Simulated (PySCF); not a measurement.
A run for PySCF: R-M06-2X/def2-TZVPP on H2OPb (SMILES [OH][PbH]), a point of a torsion scan. Elements past Kr take the def2 small-core potentials; no spin–orbit coupling.

```python
from pyscf import gto, dft

mol = gto.M(
    atom='''
    O    -1.15618749    0.24234097    0.15103955
    Pb    0.82958502    0.98848383   -0.07472989
    H    -1.40646811   -0.62266688   -0.15902209
    H     1.54899337   -0.49879983   -0.92825012
    ''',
    basis='def2-tzvpp',
    ecp={'Pb': 'def2-tzvpp'},
    charge=0, spin=0, verbose=4, max_memory=1800)
mf = dft.RKS(mol, xc='m062x').density_fit(auxbasis='def2-universal-jkfit')
mf.grids.level = 4
mf.conv_tol = 1e-9
mf.max_cycle = 150
mf.kernel()
mf.dip_moment()
```

Output:

```
PySCF version 2.14.0

[INPUT] verbose = 4
[INPUT] num. atoms = 4
[INPUT] num. electrons = 32
[INPUT] charge = 0
[INPUT] spin (= nelec alpha-beta = 2S) = 0
[INPUT] symmetry False subgroup None
[INPUT] Mole.unit = angstrom
[INPUT] Symbol           X                Y                Z      unit          X                Y                Z       unit  Magmom
[INPUT]  1 O     -1.156187490000   0.242340970000   0.151039550000 AA   -2.184877704748   0.457958062061   0.285423383478 Bohr   0.0
[INPUT]  2 Pb     0.829585020000   0.988483830000  -0.074729890000 AA    1.567688484842   1.867963717261  -0.141219025419 Bohr   0.0
[INPUT]  3 H     -1.406468110000  -0.622666880000  -0.159022090000 AA   -2.657839530835  -1.176669870037  -0.300508197856 Bohr   0.0
[INPUT]  4 H      1.548993370000  -0.498799830000  -0.928250120000 AA    2.927173238067  -0.942595069680  -1.754138501895 Bohr   0.0

nuclear repulsion = 60.1672139172221
number of shells = 39
number of NR pGTOs = 169
number of NR cGTOs = 109
basis = def2-tzvpp
ecp = {'Pb': 'def2-tzvpp'}


******** <class 'pyscf.df.df_jk.DFRKS'> ********
method = DFRKS
initial guess = minao
damping factor = 0
level_shift factor = 0
DIIS = <class 'pyscf.scf.diis.CDIIS'>
diis_start_cycle = 1
diis_space = 8
diis_damp = 0
SCF conv_tol = 1e-09
SCF conv_tol_grad = None
SCF max_cycles = 150
direct_scf = False
XC library pyscf.dft.libxc version 7.1.2
    S. Lehtola, C. Steigemann, M. J. T. Oliveira, and M. A. L. Marques,  SoftwareX 7, 1–5 (2018)
XC functionals = m062x
    Y. Zhao and D. G. Truhlar,  Theor. Chem. Acc. 120, 215 (2008)
    Y. Zhao and D. G. Truhlar,  Theor. Chem. Acc. 120, 215 (2008)
radial grids:
    Treutler-Ahlrichs [JCP 102, 346 (1995); DOI:10.1063/1.469408] (M4) radial grids

becke partition: Becke, JCP 88, 2547 (1988); DOI:10.1063/1.454033
pruning grids: <function nwchem_prune>
grids dens level: 4
symmetrized grids: False
atomic radii adjust function: <function treutler_atomic_radii_adjust>
small_rho_cutoff = 0
Set gradient conv threshold to 3.16228e-05
Initial guess from minao.
tot grids = 93016
******** <class 'pyscf.df.df.DF'> ********
auxbasis = def2-universal-jkfit
init E= -236.841303669231
  HOMO = -0.705289492956297  LUMO = -0.567848849831009  gap/eV = 3.73995
cycle= 1 E= -268.541739869729  delta_E= -31.7  |g|= 1.78  |ddm|= 10.3
  HOMO = -0.156253924147741  LUMO = 0.0229801839219093  gap/eV = 4.87721
cycle= 2 E= -268.759841021009  delta_E= -0.218  |g|= 1.58  |ddm|=  5.2
  HOMO = -0.27642098088608  LUMO = -0.0528914797823674  gap/eV = 6.08255
cycle= 3 E= -269.150853820358  delta_E= -0.391  |g|= 0.309  |ddm|= 1.83
  HOMO = -0.292776252873107  LUMO = -0.0605882261241035  gap/eV = 6.31816
cycle= 4 E= -269.163576065953  delta_E= -0.0127  |g|= 0.146  |ddm|= 0.254
  HOMO = -0.295385777601336  LUMO = -0.0619187439002502  gap/eV = 6.35296
cycle= 5 E= -269.167317899862  delta_E= -0.00374  |g|= 0.0199  |ddm|= 0.0999
  HOMO = -0.295502902618431  LUMO = -0.0623845590866452  gap/eV = 6.34347
cycle= 6 E= -269.167376857713  delta_E= -5.9e-05  |g|= 0.00373  |ddm|= 0.0151
  HOMO = -0.295867112779142  LUMO = -0.0627449261914066  gap/eV = 6.34358
cycle= 7 E= -269.167381646116  delta_E= -4.79e-06  |g|= 0.000559  |ddm|= 0.00849
  HOMO = -0.295850637449597  LUMO = -0.0627153323928091  gap/eV = 6.34393
cycle= 8 E= -269.167381801493  delta_E= -1.55e-07  |g|= 0.00024  |ddm|= 0.00148
  HOMO = -0.295856824964478  LUMO = -0.0627137208330595  gap/eV = 6.34415
cycle= 9 E= -269.167381817462  delta_E= -1.6e-08  |g|= 7.81e-05  |ddm|= 0.000312
  HOMO = -0.295854802615224  LUMO = -0.0627135952384101  gap/eV = 6.34410
cycle= 10 E= -269.167381819611  delta_E= -2.15e-09  |g|= 1.87e-05  |ddm|= 0.000116
  HOMO = -0.295855854179781  LUMO = -0.0627139642600305  gap/eV = 6.34411
cycle= 11 E= -269.167381819866  delta_E= -2.55e-10  |g|= 4.89e-06  |ddm|= 4.62e-05
  HOMO = -0.295855215568377  LUMO = -0.0627134503718914  gap/eV = 6.34411
Extra cycle  E= -269.167381819878  delta_E= -1.21e-11  |g|= 3.69e-06  |ddm|= 9.72e-06
converged SCF energy = -269.167381819878
Dipole moment(X, Y, Z, Debye):  2.20520,  0.83366, -0.24846
```

The run converged.

Cost: very roughly 14 core-seconds.
